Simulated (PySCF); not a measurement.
Computed IR spectrum (relative IR intensity) of a molecule C3H14Si3. The structure is a stationary point at B3LYP-D3(BJ)/def2-SVP. Other conformers were not sampled. These are B3LYP-D3(BJ)/def2-SVP (PySCF 2.14.0) values and carry that method's errors. Frequencies are harmonic and unscaled.

Lines under 2 % of the strongest are left out, and lines within 2 cm⁻¹ are merged.

ν (cm⁻¹): 368 (w), 466 (vw), 495 (w), 552 (vw), 645 (vw), 716 (w), 737 (w), 775 (s), 805 (m), 868 (m), 884 (m), 906 (vs), 936 (vw), 946 (w), 953 (m), 961 (m), 1082 (w), 1158 (w), 1271 (w), 1430 (vw), 1438 (vw), 2190 (m), 2194 (s), 2198 (m), 2201 (w), 2208 (s), 2213 (m), 3025 (w), 3076 (w), 3119 (vw) (against the strongest line: vs over 80 %, s over 45 %, m over 15 %, w over 4 %, vw less)

Which structure fits?
(A) C[C@H](C[SiH3])[SiH2][SiH3]
(B) C[SiH2]CC[SiH2][SiH3]
(C) C[SiH2]C(C)([SiH3])[SiH3]
(D) C[SiH2][SiH2][SiH](C)C

B, C[SiH2]CC[SiH2][SiH3]
